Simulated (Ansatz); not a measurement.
# A rate constant, worked out

An elementary step of SiH2OF2, singlet (SiH₂OF₂ ([OH][SiH]([F])[F]) → SiF₂ + H₂O; Si–O, Si–H broken or loosened, O–H formed or tightened). The start structure is the reactant molecule, and the electronic barrier above it is 3.685 eV by CCSD(T) at an estimated basis limit (MP2 extrapolated from triple and quadruple zeta, plus CCSD(T) − MP2 in triple zeta). Program: Ansatz 0.2.0. Basis: def2-TZVPP and def2-QZVPP. Cores are frozen in the correlated methods. Extrapolation: Hartree–Fock as exp(−7.88 √X), correlation as X^−2.97. Harmonic wavenumbers at PBE0-D4/def2-TZVP (Ansatz 0.2.0), in cm⁻¹:

Start: 178, 311, 331, 396, 758, 831, 840, 889, 963, 1006, 2355, 3926.

Saddle: 1494i, 211, 268, 339, 384, 617, 696, 861, 908, 1048, 1919, 3743.

**Question.** Work out the transition-state-theory rate constant at 500 K from these numbers alone (harmonic vibrations; rotation, path degeneracy and anharmonicity left out), and the Wigner tunnelling factor. Use 1 cm⁻¹ = 1.2398 × 10⁻⁴ eV and k_B = 8.617 × 10⁻⁵ eV/K.

**Answer.** Zero-point energies, half the sums: start 12784/2 cm⁻¹ = 0.7925 eV; saddle, real modes only, 10994/2 cm⁻¹ = 0.6815 eV.
Barrier with zero-point energy: 3.685 + 0.6815 − 0.7925 = 3.5740 eV.
k_BT = 0.04309 eV, so the barrier is 82.95 k_BT.
Vibrational partition functions from the zero-point level, ln q = −Σ ln(1 − exp(−hν/k_BT)): start 2.825, saddle 2.832.
k = (k_BT/h) exp(ln q‡ − ln q) exp(−E0/k_BT), with log₁₀(k_BT/h in s⁻¹) = 13.02: log₁₀ k = 13.02 + (0.007 − 82.95)/2.3026 = -23.00, so k ≈ 1 × 10^(-23) s⁻¹.
Wigner factor: 1 + (hν‡/k_BT)²/24 = 1 + (4.30)²/24 = 1.77, too large for this simple formula to be trusted. A change of 1 kcal/mol (0.043 eV) in the barrier would change k by a factor of 2.7 at this temperature.

No T1 diagnostic of these runs exceeds 0.015. The restricted Hartree–Fock reference is unstable towards an unrestricted one at one or more of these structures.

Losses and insertions of silylenes and their heavier kin drive the gas-phase chemistry of silicon and germanium vapour deposition.

Labels in which every atom is bracketed show which atoms are joined, not bond orders.

For scale, one of the runs: CCSD(T)/def2-TZVPP, 163 basis functions, launched by `ansatz run in.yaml --threads 2 --pin off --events-out ev --progress --plain --max-ram 4352MiB`. Time: 28 s of wall clock on 2 CPU threads of an Intel Xeon Platinum 8259CL; the host was shared. Peak host memory: 1.4 GiB.
